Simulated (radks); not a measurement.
These are the eigenvalues of the occupied orbitals of an atom or ion with whole-number occupations (eV). Calculated with a radial shooting solver on a logarithmic mesh with Libxc functionals: non-relativistic Kohn-Sham, MS2 meta-GGA, spin-polarised, spherical densities, point nucleus; meta-GGA in the generalised Kohn-Sham scheme.

orbital  eigenvalue
1s up     -5338.720
1s down   -5338.713
2s up     -601.7369
2s down   -600.9309
2p up     -504.6048
2p down   -503.8411
3s up      -72.6151
3s down    -69.7849
3p up      -46.0405
3p down    -42.9535
3d up       -6.1735
4s up       -4.9765
4s down     -4.3695

Which element is it, and in what charge state? The configuration may be excited. Open shells, if any, are filled with parallel spins first.

Answer. Z = 23, vanadium, charge 0: V in [Ar] 3d3 4s2. The list shows which subshells hold electrons but not how many an open one holds; the 1s level, -196.19 hartree, gives Z - s = 19.8 by -(Z - s)^2/2, which with screening narrows Z to a few neighbours, and the depths of the outer levels then fix element, charge and occupations together.
